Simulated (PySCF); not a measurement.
**Correlation energy of P (phosphorus, neutral)**

[Ne] 3s2 3p3, high-spin 4S determinant. Calculation: PySCF 2.14, in def2-TZVP (5s5p2d1f, 37 functions); the non-relativistic Hamiltonian (point nucleus). Frozen: [Ne]; 5 electrons correlated.

MP2 pair energies summed by pair of shells (mhartree):

```tsv
pair	energy	share (%)
3s-3p	-52.85	64.9
3p-3p	-18.36	22.6
3s-3s	-10.17	12.5
```

Total MP2 correlation energy: -81.38 mhartree.

Same-spin part -22.27 and opposite-spin part -59.11 mhartree; SCS-MP2 scales them by 1/3 and 6/5 to -78.36 mhartree.

| level | correlation energy (mhartree) |
| --- | --- |
| CCSD | -99.77 |
| (T) | -3.76 |
| CCSD(T) | -103.53 |

Diagnostics: T1 = 0.0039, D1 = 0.0064, largest double amplitude 0.062.

Task: Is a single reference adequate?

Result: Yes: T1 lies below 0.03 and no double amplitude reaches 0.07.
